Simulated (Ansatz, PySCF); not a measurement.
Gas-phase reaction R1 → 2 P1, each structure at its B3LYP-D3(BJ)/def2-TZVP stationary point, reached from a drawn start (curvature not checked).
P1, OH (SMILES [OH]) (charge 0, multiplicity 2):
```xyz
2

O      0.00000     0.00000    -0.48835
H      0.00000     0.00000     0.48835
```
R1, H2O2 (SMILES OO) (charge 0, multiplicity 1, Z-matrix in Å and degrees):
```
O
H 1 0.9680
O 1 1.4503 2 100.53
H 3 0.9680 1 100.53 2 -115.87
```

P less R. No zero-point or thermal terms; singlets are restricted closed shells; open shells are unrestricted; no spin–orbit coupling.

Cores are frozen in the correlated methods.

Run with Ansatz (a first-principles code) with Gaussian orbitals; PySCF for the D3/D4 terms. No computed number here is a measurement.

The comparison value is 53.30 kcal/mol (CCSD(T)/cc-pVQZ). It is a level with limits of its own, not the exact answer.

Task: Order these levels by how close they come to the comparison value for the reaction energy, closest first: HF/cc-pVTZ, r2SCAN-D4/def2-TZVPP, B97M-V/def2-TZVPP, SCS-MP2/cc-pVTZ, CAM-B3LYP-D3(BJ)/def2-TZVPP. Give each level's value less the comparison value.

Result: CAM-B3LYP-D3(BJ)/def2-TZVPP (-0.75 kcal/mol), B97M-V/def2-TZVPP (-1.13 kcal/mol), r2SCAN-D4/def2-TZVPP (-1.64 kcal/mol), SCS-MP2/cc-pVTZ (2.39 kcal/mol), HF/cc-pVTZ (-54.68 kcal/mol)
